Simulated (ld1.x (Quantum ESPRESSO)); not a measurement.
# tellurium, TM: configuration errors across variants

tellurium (Te), norm-conserving Troullier–Martins (Kleinman–Bylander form), made with ld1.x (Quantum ESPRESSO) 7.5 (revPBE, non-relativistic). Core [Kr] 4d10, reference 5s2 5p4. Waves: 5p (bound): rc 1.95 bohr; 5s (bound): rc 1.60 bohr. Local part: the s channel. Core correction: Bessel-smoothed model core, default radius (core density twice the valence density).

All-electron excitation energies from the reference (eV): (1) 5s2 5p3 9.733; (2) 5s2 5p2 27.587; (3) 5s2 5p1 54.302; (4) 5s2 5p3.5 3.906; (5) 5s1 5p5 7.991; (6) 5s0 5p6 16.113; (7) 5s1 5p4 18.235.

The default core radius of the base comes out at 1.53 bohr.

3 further variants failed, have other tests or another functional or relativity, and are left out.

A true bound ghost makes a file unfit for plane-wave use even where its test errors are small: the radial tests pick states by their node count and pass the ghost by. Where a test does run into it, the solver fails or the error is huge.

Errors AE − PS in meV (a dash: test not solved or not reliable):

| change | (1) | (2) | (3) | (4) | (5) | (6) | (7) | bound ghosts |
| --- | --- | --- | --- | --- | --- | --- | --- | --- |
| base | -1.0 | -10 | -47 | -0.2 | -8.3 | -35 | -13 | none |
| all radii but the core radius scaled by about 1.05 (s 1.68, p 2.04 bohr) | -0.9 | -10 | -48 | -0.1 | -7.7 | -32 | -12 | none |
| core correction none | -5.4 | -32 | -91 | -1.1 | +9.0 | +38 | +3.7 | none |
| type TM semilocal; local potential the p channel | +0.1 | -6.1 | -39 | 0.0 | -7.7 | -32 | -9.0 | none |

(1) Give the same row for: wave 5p (bound): rc 1.95 bohr becomes 5p (bound): rc 1.24 bohr.

## Answers

(1) -34, -145, -332, -8.0, –, –, -35; bound ghosts: p. Not counted: 5s1 5p5 (pseudo-atom not self-consistent, printed error +15.2 eV); 5s0 5p6 (solver errors, printed error -172 eV).
